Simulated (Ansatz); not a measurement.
`O[SiH]1C=N1` + HBr → `Br[SiH]1C=N1` + H₂O at 298.15 K and 1 bar (ligand exchange at the Si–O bond).

Calculated with Ansatz (gas phase, PBE0-D4/def2-TZVP geometries, no zero-point term in ΔE). CBS: MP2 limit from def2 TZ/QZ plus the TZ coupled-cluster correction, frozen cores. This one scheme is used for every species. For Br outer-core shells are correlated without core-valence functions, which leaves a few kJ/mol of doubt a bond. Scalar relativity is left out up to krypton. One conformer a species, not always the lowest.

```json
{"species": "`O[SiH]1C=N1`", "CCSD(T)/CBS energy (Eh)": "-458.79823", "H − E (kJ/mol)": "126.0", "S (J/(mol·K))": "289.2"}
{"species": "HBr", "CCSD(T)/CBS energy (Eh)": "-2573.91920", "H − E (kJ/mol)": "24.6", "S (J/(mol·K))": "198.6"}
{"species": "`Br[SiH]1C=N1`", "CCSD(T)/CBS energy (Eh)": "-2956.33657", "H − E (kJ/mol)": "91.5", "S (J/(mol·K))": "306.6"}
{"species": "H₂O", "CCSD(T)/CBS energy (Eh)": "-76.37941", "H − E (kJ/mol)": "66.4", "S (J/(mol·K))": "188.7"}
```

H − E and S are ideal-gas, rigid-rotor, harmonic terms from PBE0-D4/def2-TZVP, for one conformer and one mirror image of each species. 1 Eh = 2625.50 kJ/mol, R = 8.31446 J/(mol·K).

Task: By hand: ΔE, ΔH, ΔS and ΔG.

Result: ΔE = (-2956.33657) + (-76.37941) − (-458.79823) − (-2573.91920) = 0.00145 Eh = 3.8 kJ/mol. Δ(H − E) = 91.5 + 66.4 − 126.0 − 24.6 = 7.3, so ΔH = 11.1 kJ/mol. ΔS = 306.6 + 188.7 − 289.2 − 198.6 = 7.5 J/(mol·K). ΔG = 11.1 − 298.15 × (7.5)/1000 = 8.9 kJ/mol.

Task: By hand: the equilibrium constant, and the temperature at which ΔG would vanish if ΔH and ΔS stayed fixed.

Result: log₁₀ K = −ΔG/(RT ln 10) = -1.6. ΔG = 0 at ΔH/ΔS = 1480 K, though so small a ΔS makes that figure unsure.

The number of gas molecules stays the same, so ΔS is small and ΔH decides. A doubt of 5 kJ/mol in ΔE shifts log₁₀ K by 0.9 here. Other conformers and mirror images would add mixing entropy, several J/(mol·K) or more a flexible species. These are equilibria of isolated gas molecules and say nothing of rates. Largest T1 diagnostic: 0.014 (customary marks: 0.02 for closed shells, 0.045 for open ones).
